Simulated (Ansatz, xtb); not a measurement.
**Relaxing a trial structure of FH4InOSi2**

The starting geometry of this gas-phase singlet was built from a drawn formula by distance geometry; its bonds are those of `F[Si](=[SiH2])[O][InH2]`.

```yaml
atoms:
  - { symbol: F, position_ang: [-2.6283, 2.6304, 2.4459] }
  - { symbol: In, position_ang: [-0.4112, 0.3361, -0.9301] }
  - { symbol: O, position_ang: [-0.9538, 2.1091, 0.0737] }
  - { symbol: Si, position_ang: [-1.0397, 2.4753, 1.7859] }
  - { symbol: Si, position_ang: [0.4296, 1.7820, 3.0917] }
  - { symbol: H, position_ang: [1.7862, 1.6819, 2.5697] }
  - { symbol: H, position_ang: [-0.0312, 0.9277, 4.1783] }
  - { symbol: H, position_ang: [0.4728, -0.9561, -0.2120] }
  - { symbol: H, position_ang: [-1.3604, 0.0545, -2.2290] }
```

**Question.** Predict what becomes of its bonds when it is optimised with r2SCAN-D4/def2-SVP.

**Answer.** A new bond forms, giving a structure with H6 bridging In2 and Si5, given below by its coordinates. Distances that change by over a tenth: In2–Si4 (3.51 → 3.04 Å), Si4–Si5 (2.08 → 2.32 Å). Contacts that close: In2–H6 (4.35 → 2.13 Å).

The energy falls by 2.00 eV over 47 steps:

| step | E − E(last) (eV) |
| --- | --- |
| 1 | 1.999 |
| 6 | 0.440 |
| 11 | 0.267 |
| 16 | 0.251 |
| 21 | 0.246 |
| 27 | 0.239 |
| 32 | 0.209 |
| 37 | 0.029 |
| 42 | 0.002 |
| 47 | 0.000 |

Final geometry (Å):

```csv
atom,x (Å),y (Å),z (Å)
F,-2.8346,2.3746,2.7715
In,-0.0805,0.3841,-0.2718
O,-1.9081,1.2056,0.5370
Si,-1.5486,1.8865,1.9272
Si,0.6509,2.3819,2.4673
H,0.9925,1.4585,1.2167
H,0.6074,1.2043,3.4420
H,0.0325,-1.2272,0.2766
H,0.3525,1.3725,-1.5923
```

From the same start GFN2-xTB ends elsewhere, differing in In2–Si4 (3.14 against 3.04 Å here), In2–H6 (4.63 against 2.13 Å here), In2–H8 (5.62 against 1.71 Å here), In2–H9 (4.07 against 1.71 Å here), Si4–H9 (1.46 against 4.03 Å here), Si5–H8 (1.47 against 4.27 Å here).

The end wasn't checked by frequencies. Atoms past krypton carry core potentials, without spin–orbit terms. Run with Ansatz 0.2.0, 2.7 min on 2 threads of Arm Neoverse V2, on a shared host.
